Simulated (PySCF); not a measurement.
# Mass spectrum arithmetic for C2H10AlBO

Species: C2H10AlBO.

Calculated from tabulated atomic weights, isotope masses and abundances; no fragmentation.

(1) What are the average molar mass and the monoisotopic mass?

(2) Give the isotope pattern of the molecular ion M+•, merging species of the same nominal mass.

(3) Resolve the fine structure: one atom at a time replaced by a minor isotope.

(4) What share of all molecules is the monoisotopic species?

(5) Give the mass fraction of each element.

Results:

(1) For C2H10AlBO, with standard atomic weights, 1 × 10.810 + 2 × 12.011 + 1 × 15.999 + 1 × 26.982 + 10 × 1.008 = 87.893 g/mol. From the most abundant isotopes (11B, 12C, 16O, 27Al, 1H), 1 × 11.009305 + 2 × 12.000000 + 1 × 15.994915 + 1 × 26.981539 + 10 × 1.007825 = 88.0640 u.

(2) 
```csv
nominal mass,m/z (centroid),relative intensity
87,87.0671,24.7
88,88.0635,100.0
89,89.0671,2.4
90,90.0680,0.2
```

Cut off at 0.1 %. One electron mass, 0.00055 u, is taken off. Abundances used (%; other tables differ somewhat): 10B 19.9, 11B 80.1; 12C 98.93, 13C 1.07; 16O 99.757, 17O 0.038, 18O 0.205; 1H 99.9885, 2H 0.0115.

(3) Intensity in % of the monoisotopic species:

```
isotope  mass shift (u)      m/z  intensity (%)
    10B        -0.99637  87.0671          24.84
    13C        +1.00335  89.0668           2.16
    17O        +1.00422  89.0677           0.04
     2H        +1.00628  89.0697           0.12
    18O        +2.00425  90.0677           0.21
```

Species under 0.02 % are left out.

(4) 0.801 × 0.9893^2 × 0.99757 × 1 × 0.999885^10 = 78.11 %.

(5) B 12.30 %, C 27.33 %, O 18.20 %, Al 30.70 %, H 11.47 %.
